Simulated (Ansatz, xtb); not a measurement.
Breaking a bond: AlB, lowest triplet found (which spin is the ground state isn't settled by this scan).

Levels of theory: UKS-PBE = Ansatz (a first-principles code) with unrestricted PBE/aug-cc-pVDZ; GFN1-xTB (xtb); FCI = full CI/aug-cc-pVDZ, frozen core run with Ansatz.

Total energies in hartree (comparable only within one method and basis):

| R / Å | UKS-PBE | GFN1-xTB | FCI |
|---|---|---|---|
| 1.48 | -266.76438 | -2.32763 | -266.41498 |
| 1.60 | -266.83797 | -2.43348 | -266.49171 |
| 1.70 | -266.87563 | -2.47854 | -266.53156 |
| 1.78 | -266.89478 | -2.49779 | -266.55218 |
| 1.88 | -266.90892 | -2.50895 | -266.56775 |
| 1.95 | -266.91408 | -2.51128 | -266.57374 |
| 2.02 | -266.91638 | -2.51069 | -266.57674 |
| 2.08 | -266.91662 | -2.50857 | -266.57749 |
| 2.15 | -266.91538 | -2.50480 | -266.57677 |
| 2.20 | -266.91374 | -2.50150 | -266.57545 |

The scan ran from 1.48 to 6.98 Å; beyond the distances shown full CI changes its symmetry label. The unrestricted determinant behind UKS-PBE is spin-contaminated at 1.48 to 1.88 Å (<S²> up to 2.2, against 2.00 for a pure triplet).
